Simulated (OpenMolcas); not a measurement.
V4+ (d1) in a complex was computed by SS-CASPT2, IPEA 0.25 Eh, imaginary shift 0.1 Eh with the d shell active (OpenMolcas, ANO-RCC-VTZP on the metal). Its lowest spin-free states, and all those of the highest spin:

| 2S+1 | Degeneracy | E (cm-1) |
| --- | --- | --- |
| 2 | 2 | 0 |
| 2 | 3 | 8670 |

Q: Is the site octahedral, tetrahedral or cube-like, axial, or of lower symmetry?

A: The states with 2S+1 = 2 have orbital degeneracies 2, 3. Threefold states need a cubic site. For d1 at this spin an octahedron puts the threefold T2 below the twofold E and a tetrahedron or cube puts the twofold E below the threefold T2, so the site is a tetrahedron or a cube, which this pattern cannot tell apart. The first gap at this spin, 8670 cm-1, is |10Dq| in ligand-field theory. The run had V4+ with 4 ligands (chloride) in tetrahedral coordination (Td) at 2.33 Å. Ligand basis ANO-RCC-VDZP.

Roots that are degenerate in the reference are averaged as groups; the widest CASPT2 spread within a group is 28 cm-1 (the 3-fold group of multiplicity 2 near 8670 cm-1 above the lowest state of its run). Shifts and gaps below about the spread of the groups concerned are not significant. Over all roots computed the reference weight is 0.67 to 0.68; a low but even weight reflects the number of correlated electrons. An orbital doublet at a regular site is open to a Jahn-Teller distortion, which this geometry leaves out. The least metal-like active orbital is 80 % on the metal (Löwdin) and no ligand orbital is active, so the numbers are rough. Ligand-to-metal charge-transfer states are missing. With one d shell and no ligand orbital active, 10Dq can be off by a tenth or more. The distance lies 5 % over the 2.21 Å that this model takes as the normal distance (a Shannon-type radius plus a fixed donor radius); by an R⁻⁵ law this alone changes a d-shell field by about -23 %. No measured value stands beside these numbers; the geometry was imposed, not optimised, and the real ion may take another.
